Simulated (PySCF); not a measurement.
phosphoric acid cation (H3O4P), SMILES O=P(O)(O)O (connectivity only; charge and spin as stated), charge +1, multiplicity 2. Atoms are numbered in the order given.

```xyz
8

O      0.8284     0.1057     1.3234
P      0.0309     0.0209    -0.0125
O      1.0579    -0.2889    -1.1749
O     -0.9539    -1.2030    -0.1425
O     -0.8131     1.3276    -0.1189
H      0.5928     0.7764     1.9977
H     -0.6261    -2.1188    -0.0101
H     -1.3843     1.4974    -0.8961
```
Charge +1, spin multiplicity 2.

Geometry: TPSSh-D3(BJ)/def2-SVP. The multiplicity is an assumed one; other spin states were not compared. One conformer was computed; it need not be the lowest.

Method: PBE/def2-TZVP (PySCF).

ESP charges are fitted to the potential on shells at 1.4 to 2.0 van der Waals radii. Atomic charges (e):

```
atom  ESP fit  Mulliken  Mulliken spin
----  -------  --------  -------------
O1          …     -0.31           0.05
P2          …      0.84          -0.04
O3          …     -0.11           0.80
O4          …     -0.28           0.18
O5          …     -0.34           0.01
H6          …      0.40           0.00
H7          …      0.40           0.00
H8          …      0.40           0.00
```

Problem. What belongs in the gaps? (An estimate is asked for; the answer gives what the named calculation found.)

Solution. 
- O1, ESP fit: -0.41
- P2, ESP fit: 0.88
- O3, ESP fit: -0.12
- O4, ESP fit: -0.40
- O5, ESP fit: -0.44
- H6, ESP fit: 0.50
- H7, ESP fit: 0.50
- H8, ESP fit: 0.49

Computed Mayer and Wiberg (Löwdin basis) orders of the bonds:
```tsv
bond	Mayer	Wiberg
O1–P2	1.41	1.79
P2–O3	1.45	1.86
P2–O4	1.33	1.71
P2–O5	1.41	1.79
O1–H6	0.81	0.96
O4–H7	0.81	0.96
O5–H8	0.81	0.96
```
